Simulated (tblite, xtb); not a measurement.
HO$_{2}$ (SMILES [O]O), doublet, geometry from GFN2-xTB. Base run: GFN1-xTB run with xtb.

xtb was given this input:
```
$ xtb mol.xyz --gfn 1 --uhf 1 --json

# file mol.xyz
3

O     -0.50300875     0.32094818     0.02100596
O      0.65391542    -0.27519835    -0.02369777
H     -1.20725328    -0.36599861     0.02153448
```

Programs used: tblite, xtb; a row that names a program was run with it.

Variants of this job, named by their change:

```csv
change,ΔE vs base (kcal/mol),dipole (D),G_solv (kcal/mol),SCF cycles
base,0.000,3.41,-,8
acc = 1000,0.000,3.41,-,5
gbsa = methanol,-6.11,3.75,-7.42,8
file = coord,0.000,3.41,-,8
"program = tblite; method = gfn1; option = (--etemp, 2000)",-0.66,-,-,-
"program = tblite; method = gfn1; option = (--guess, eeq)",0.000,-,-,-
program = tblite; method = gfn1; option = --grad,0.000,-,-,-
gbsa = thf,-6.26,3.72,-7.38,8
acc = 0.1,0.000,3.41,-,9
acc = 30,0.000,3.41,-,7
```

ALPB and GBSA are two models with their own fitted parameters for each solvent, which aren't always the measured dielectric constant.
